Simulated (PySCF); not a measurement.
## Dipole moment and polarisability of Si(eta1-allyl)H3

Si(eta1-allyl)H3, C3H8Si.
Cartesian coordinates in Å at the PBE0-D3(BJ)/def2-SVP level; atoms count from 1:
```
atom  x, y, z in Å
Si1   -0.078   -0.729   -1.614
C2    -0.045   -0.780    0.281
C3     0.524    0.470    0.866
C4    -0.174    1.432    1.476
H5     0.554   -1.660    0.571
H6    -1.075   -0.955    0.636
H7     1.607    0.606    0.746
H8    -1.256    1.349    1.620
H9     0.312    2.334    1.856
H10    1.307   -0.547   -2.149
H11   -0.928    0.407   -2.082
H12   -0.633   -2.009   -2.157
```

Level: wB97X-D/def2-SVPD (PySCF), static field, nuclei fixed, core orbitals frozen in the response. The polarisability tensor in these axes (au):

```
x   60.24 -2.31 -2.11
y   -2.31 70.26 12.96
z   -2.11 12.96 71.81
```

Question: What are the eigenvalues, a third of the trace, and Δα (Δα² = ½Σ(αi − αj)² over the three pairs)?

Answer: Principal values 58.02, 59.87 and 84.42 au; mean 67.44 au = 9.99 Å³ = 11.12 × 10⁻⁴⁰ C²·m²/J; Δα = 25.53 au (38 % of the mean).

Question: What is the dipole moment, and where does it point?

Answer: (0.03, -0.35, 0.40) D, 0.54 D in size, pointing from the negative to the positive side. Measured along this direction, the outermost atoms are H11 at the negative end and H5 at the positive end.

Question: What depolarisation ratio follows for Rayleigh scattering of linearly polarised light, taking the static tensor?

Answer: ρ = 3Δα²/(45ᾱ² + 4Δα²) = 1955.3/(204655 + 2607.0) = 0.00943.

Question: Orientational against electronic polarisability at 400 K (dilute gas, rigid molecules)?

Answer: In Gaussian units μ²/3kT = 1.73 Å³ against 9.99 Å³, a ratio of 0.17; the Debye molar polarisation (4π/3)N_A(α + μ²/3kT) is 29.6 cm³/mol, leaving out the vibrational part.

Question: Directions of the eigenvectors, and the extent of the frame along each?

Answer: Largest value along (-0.13, 0.68, 0.72), where the nuclei span 5.73 Å; middle along (0.98, 0.00, 0.18), 3.00 Å; least along (0.12, 0.73, -0.67), 3.11 Å. 

Question: Traceless (Buckingham) quadrupole moment about the centre of nuclear charge: eigenvalues?

Answer: -3.26, 0.82, 2.44 D·Å. The values depend on the origin, since the dipole doesn't vanish. The electronic extent ⟨r²⟩ about the same centre is 524 bohr², a root-mean-square distance of 1.92 Å for the 40 electrons.

Question: Estimate the molar refractivity from the static electronic polarisability.

Answer: Lorentz–Lorenz: R = (4π/3)N_A α = 2.5225 cm³/(mol·Å³) × 9.99 Å³ = 25.2 cm³/mol, in the limit of long wavelengths.

Isolated species at its PBE0-D3(BJ)/def2-SVP geometry (one conformer only).

These values come from a run that also computed excited states. Time: 35 s (with the writing of density and orbital grids); peak memory 0.69 GiB. Hardware: an AMD EPYC with one thread, no GPU, on a shared host.
